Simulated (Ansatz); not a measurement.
Reaction (substitution at a C–Si bond): `BN(C=C)[SiH2]C` + `F[Si](F)(F)S` → `CS[Si](F)(F)F` + `BN([SiH3])C=C`

Isolated molecules relaxed with PBE0-D4/def2-TZVP in Ansatz; ΔE leaves out vibrations. CBS: MP2 limit from def2 TZ/QZ plus the TZ coupled-cluster correction, frozen cores. DFT in def2-TZVPP. B3LYP here is the variant with VWN-RPA as its local correlation; programs differ in this. HSE06 is defined as in plane-wave codes. One conformer a species, not always the lowest.

```json
{"level": "BLYP-D4", "ΔE (kJ/mol)": "51.7", "difference from CCSD(T)/CBS": "-5.6"}
{"level": "r2SCANh-D4", "ΔE (kJ/mol)": "58.4", "difference from CCSD(T)/CBS": "1.1"}
{"level": "ωB97X-V", "ΔE (kJ/mol)": "54.7", "difference from CCSD(T)/CBS": "-2.6"}
{"level": "B2PLYP", "ΔE (kJ/mol)": "55.3", "difference from CCSD(T)/CBS": "-2.0"}
{"level": "revPBE", "ΔE (kJ/mol)": "52.0", "difference from CCSD(T)/CBS": "-5.3"}
{"level": "BLYP", "ΔE (kJ/mol)": "51.2", "difference from CCSD(T)/CBS": "-6.1"}
{"level": "PBE0", "ΔE (kJ/mol)": "55.5", "difference from CCSD(T)/CBS": "-1.8"}
{"level": "B3LYP", "ΔE (kJ/mol)": "53.4", "difference from CCSD(T)/CBS": "-3.9"}
{"level": "HSE06", "ΔE (kJ/mol)": "55.5", "difference from CCSD(T)/CBS": "-1.8"}
{"level": "RPA@PBE/def2-TZVPP", "ΔE (kJ/mol)": "54.2", "difference from CCSD(T)/CBS": "-3.1"}
{"level": "MP2/def2-TZVPP", "ΔE (kJ/mol)": "59.1", "difference from CCSD(T)/CBS": "1.8"}
{"level": "SCS-MP2/def2-TZVPP", "ΔE (kJ/mol)": "55.3", "difference from CCSD(T)/CBS": "-2.0"}
{"level": "MP2/def2-QZVPP", "ΔE (kJ/mol)": "58.6", "difference from CCSD(T)/CBS": "1.3"}
{"level": "SCS-MP2/def2-QZVPP", "ΔE (kJ/mol)": "54.9", "difference from CCSD(T)/CBS": "-2.4"}
{"level": "HF/CBS(def2)", "ΔE (kJ/mol)": "51.4", "difference from CCSD(T)/CBS": "-5.9"}
{"level": "CCSD/CBS(def2)", "ΔE (kJ/mol)": "57.5", "difference from CCSD(T)/CBS": "0.2"}
{"level": "CCSD(T)/CBS", "ΔE (kJ/mol)": "57.3", "difference from CCSD(T)/CBS": "0"}
```

Largest T1 diagnostic among the species: 0.013.

From BLYP to BHLYP (50 % exact exchange), in def2-TZVPP and without D4, ΔE moves by +3.3 kJ/mol. At CCSD(T), def2-SVP lies −3.7 kJ/mol from the extrapolated value and def2-TZVPP +1.0 kJ/mol.

CCSD(T)/CBS has its own doubt, a few kJ/mol and more with outer-core shells, so smaller differences from it don't rank the levels.
